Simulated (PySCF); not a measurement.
## Dipole response of S⁻ (sulfur, charge -1)

[Ne] 3s2 3p5, 2P determinant. Calculation: PySCF 2.14, in dyall-av3z; the spin-free X2C one-electron Hamiltonian (Gaussian nucleus). Coupled (time-dependent) response in atomic units; α is the mean over directions.

```
 method  mean α (bohr³)         α xx, yy, zz  C₆ (like pair)  S(−4)
    UHF           40.68  31.70, 45.17, 45.17           399.7  615.8
wB97X-V           44.07  34.51, 48.85, 48.85           441.2  771.1
```

S(−4) is the Cauchy moment in α(ω) = α(0) + S(−4) ω² + …

α(iu) at wB97X-V:

```json
{"u (hartree)": "0", "α(iu) (bohr³)": "44.07"}
{"u (hartree)": "0.0500", "α(iu) (bohr³)": "42.28"}
{"u (hartree)": "0.100", "α(iu) (bohr³)": "38.13"}
{"u (hartree)": "0.200", "α(iu) (bohr³)": "29.16"}
{"u (hartree)": "0.300", "α(iu) (bohr³)": "22.16"}
{"u (hartree)": "0.500", "α(iu) (bohr³)": "13.31"}
{"u (hartree)": "0.750", "α(iu) (bohr³)": "7.771"}
{"u (hartree)": "1.00", "α(iu) (bohr³)": "5.002"}
{"u (hartree)": "1.50", "α(iu) (bohr³)": "2.535"}
{"u (hartree)": "2.00", "α(iu) (bohr³)": "1.522"}
{"u (hartree)": "3.00", "α(iu) (bohr³)": "0.7284"}
{"u (hartree)": "5.00", "α(iu) (bohr³)": "0.2867"}
```

For an ion, C₆ is the dispersion term alone; charge-induced terms of lower order in 1/R come first.

The components differ because the open shell of this determinant is not spherical; for a pure term their mean is the scalar polarisability.
